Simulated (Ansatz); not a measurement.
CHN, charge +1, doublet, geometry from GFN2-xTB (a state made from the parent by changing its charge; the spin is typed, not shown lowest); BLYP/6-31G** run with Ansatz (a quantum-chemistry and plane-wave program).

Here is a job for Ansatz.
Ansatz 0.2 input:
```yaml
crystal:
  periodic: [false, false, false]
  atoms:
    - {symbol: C, position_ang: [-0.00000000, -0.00000000, -0.48313248]}
    - {symbol: N, position_ang: [0.00000000, 0.00000000, 0.64166810]}
    - {symbol: H, position_ang: [-0.00000000, -0.00000000, -1.59288180]}
basis:
  gaussian:
    orbitals: 6-31G__.json
    point_charges:
      - {charge: 0.5, position_ang: [-2.7177, -0.3503, -3.5545]}
hamiltonian:
  xc: blyp
total_charge: 1
magnetization: {spin_polarized: true, initial_magnetization: 1}
```
The basis file holds 6-31G** in the JSON format of the Basis Set Exchange.

Q: Predict the main parts of the log of this Ansatz run.

A: 
```
Functional definition: BLYP
393 factors; their error is unknown
mean field evaluation 1: about -2520.4560 eV, gradient 3.5e1 eV
mean field evaluation 2: about -2511.4314 eV, gradient 5.5e1 eV
mean field evaluation 4: about -2526.0549 eV, gradient 3.2e0 eV
mean field evaluation 8: about -2526.1440 eV, gradient 1.0e0 eV
mean field evaluation 16: about -2526.1344 eV, gradient 1.9e-3 eV
mean field evaluation 32: about -2526.1347 eV, gradient 2.4e-3 eV
mean field evaluation 64: about -2526.1344 eV, gradient 8.6e-4 eV
mean field evaluation 96: about -2526.1339 eV, gradient 5.3e-2 eV
mean field -2526.13441974 eV, -92.8337276500 hartree, gradient 9.8e-6 eV, S^2 0.754186; 6 other end points of the search recorded, 0 dependent functions left out
reference -2526.13456335 eV, -92.8337329278 hartree; 7, 6 occupied and 28, 29 virtual orbitals, 393 factors
Total energy: -2526.13456335 eV, -92.8337329278 hartree
```
